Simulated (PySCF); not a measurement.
# Ionisation energy of Mn+ by level of theory

Mn+ [Ar] 3d5 4s1 (7S) → Mn(2+) [Ar] 3d5 (6S), as a difference of total energies. All numbers are calculated (PySCF 2.14, the non-relativistic Hamiltonian (point nucleus), in aug-cc-pVDZ). Correlated levels: valence: [Ar] frozen. The calculations carry no spin-orbit coupling.

Task: Order these methods by the ionisation energy they give, lowest first.
A. MP2 (valence)
B. PBE
C. SCS-MP2 (valence)
D. wB97M-V

Result: C (14.849 eV), A (15.111 eV), D (15.445 eV), B (16.041 eV).

These non-relativistic numbers lack the scalar-relativistic shift.

Errors of the correlated levels include the incompleteness of this basis and the frozen core.

For comparison: 15.640 eV (measured; NIST Atomic Spectra Database, ionization energies).
